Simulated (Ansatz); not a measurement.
Start from `[CH3][In]([CH3])[I]` and change one atom or group to get `[CH3][In]([Cl])[I]`.

Ansatz, PBE0-D4/def2-TZVP geometries, multiplicity 1. 

Elements past krypton have def2 core potentials.  Spin–orbit coupling is left out; it splits and shifts lone-pair levels of the heavy atoms by tenths of an eV.

| property | `[CH3][In]([CH3])[I]` |
| --- | --- |
| HOMO–LUMO gap (ωB97M-V/def2-TZVPP) / eV | 9.12 |
| HOMO energy (ωB97M-V/def2-TZVPP) / eV | -9.03 |
| HOMO–LUMO gap (PBE0/def2-TZVPP) / eV | 5.56 |
| size of the dipole moment (PBE/def2-TZVPP) / D | 3.42 |
| HOMO energy (B3LYP/def2-TZVPP) / eV | -6.68 |
| HOMO–LUMO gap (B3LYP/def2-TZVPP) / eV | 5.05 |

Problem. Give the same properties after the change, and the shifts. (Estimate.)

Solution. Computed: 
| property | `[CH3][In]([Cl])[I]` | shift |
| --- | --- | --- |
| HOMO–LUMO gap (ωB97M-V/def2-TZVPP) / eV | 9.69 | 0.57 |
| HOMO energy (ωB97M-V/def2-TZVPP) / eV | -9.76 | -0.73 |
| HOMO–LUMO gap (PBE0/def2-TZVPP) / eV | 5.86 | 0.30 |
| size of the dipole moment (PBE/def2-TZVPP) / D | 3.15 | -0.27 |
| HOMO energy (B3LYP/def2-TZVPP) / eV | -7.39 | -0.71 |
| HOMO–LUMO gap (B3LYP/def2-TZVPP) / eV | 5.31 | 0.26 |

With PBE0 the HOMO falls by 0.72 eV and the LUMO falls by 0.43 eV, so the gap widens by about 0.29 eV. PBE moves the HOMO by -0.68 eV and ωB97M-V by -0.73 eV. Dipoles are sizes alone; their direction can turn.

B3LYP here is the variant with VWN-RPA as its local correlation; programs differ in this.

Positive LUMOs are unbound, so they and the gaps depend on the basis.
